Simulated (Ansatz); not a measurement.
This geometry of C$_{4}$H$_{9}$NOSi (16 atoms, charge 0, multiplicity 1) is a first-order saddle point.

Method: Ansatz 0.2.0, RHF/def2-SVP.

```xyz
16
Properties=species:S:1:pos:R:3
C 1.664 -1.389 2.264
C 0.636 -0.591 1.520
C 0.879 0.218 0.500
C -0.187 0.997 -0.220
O -0.496 2.097 0.127
Si -1.076 0.196 -1.750
N -2.124 1.267 -2.585
H 1.678 -1.107 3.319
H 1.433 -2.456 2.220
H 2.663 -1.237 1.856
H -0.389 -0.691 1.870
H 1.890 0.337 0.118
H -1.853 -0.949 -1.222
H -0.016 -0.279 -2.669
H -1.745 2.001 -3.151
H -2.979 1.563 -2.155
```

Which two structures does it join? (They come from a converged band through this point; their orientation in space is the band's.)

No bond is made or broken. The dihedral C2–C3–C4–Si6 goes from 0 to -179°.

Image 0:

```xyz
16
Properties=species:S:1:pos:R:3
C 1.982 -1.515 1.735
C 0.971 -0.816 0.879
C 1.040 0.449 0.481
C 0.016 1.110 -0.369
O 0.156 2.260 -0.677
Si -1.584 0.224 -1.045
N -2.548 1.283 -1.989
H 1.516 -1.882 2.653
H 2.390 -2.384 1.213
H 2.805 -0.855 2.004
H 0.122 -1.423 0.574
H 1.874 1.083 0.767
H -2.372 -0.255 0.115
H -1.158 -0.924 -1.879
H -2.207 1.584 -2.882
H -3.026 2.039 -1.535
```

Image 6:

```xyz
16
Properties=species:S:1:pos:R:3
C 2.615 -0.588 1.856
C 1.647 0.159 0.995
C 0.544 -0.341 0.449
C -0.361 0.493 -0.397
O -0.124 1.646 -0.626
Si -1.970 -0.281 -1.161
N -2.891 0.834 -2.085
H 3.612 -0.570 1.409
H 2.698 -0.111 2.836
H 2.318 -1.626 1.999
H 1.866 1.204 0.799
H 0.269 -1.379 0.607
H -2.790 -0.786 -0.034
H -1.544 -1.410 -2.023
H -2.531 1.161 -2.962
H -3.380 1.573 -1.617
```

How far does it lie above each of them?

26.2 kJ/mol above the first and 25.8 kJ/mol above the second. This is the barrier of this one path; another mechanism may lie lower.

Time of the run: 2.1 min on 2 threads of Intel(R) Xeon(R) Platinum 8488C (Sapphire Rapids), on a shared host, peak memory 0.43 GiB.
